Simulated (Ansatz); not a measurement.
Relaxation of FH₃OZn (6 atoms, charge 0, multiplicity 1), to a largest force component of 0.03 eV/Å in at most 50 steps.

These are results of UKS CAM-B3LYP/def2-SVP in Ansatz 0.2.0, not measurements.

```xyz
6
Properties=species:S:1:pos:R:3
Zn 0.144 -0.295 -0.790
H -0.198 1.497 1.374
O 0.452 -1.933 -0.244
H -0.194 1.692 0.696
F -0.053 1.332 -1.450
H -0.152 -2.293 0.414
```

Task: Where does it end, and by what steps?

Result: It converged. The force dipped under the threshold on the way, but the program's further checks kept it going. After 12 steps the energy has fallen by 0.094 eV; H2 moved furthest, 0.56 Å.

| step | energy less start (eV) | largest force component (eV/Å) | accepted |
| --- | --- | --- | --- |
| 0 | 0.0000 | 2.479 | yes |
| 1 | -0.0828 | 0.367 | yes |
| 2 | -0.0867 | 0.203 | yes |
| 3 | -0.0900 | 0.103 | yes |
| 4 | -0.0912 | 0.046 | yes |
| 5 | -0.0922 | 0.062 | yes |
| 6 | -0.0924 | 0.239 | yes |
| 7 | -0.0934 | 0.088 | yes |
| 8 | -0.0938 | 0.007 | yes |
| 9 | -0.0940 | 0.008 | yes |
| 10 | -0.0925 | 0.214 | no |
| 11 | -0.0941 | 0.044 | yes |
| 12 | -0.0941 | 0.016 | yes |

```xyz
6
Properties=species:S:1:pos:R:3
Zn 0.150 -0.480 -0.838
H -0.298 2.025 1.524
O 0.339 -2.192 -0.516
H -0.223 1.947 0.766
F 0.018 1.195 -1.276
H 0.016 -2.496 0.340
```

Run time: 56 s on 2 threads of Arm Neoverse N1, with other jobs on the host, peak memory 0.21 GiB.
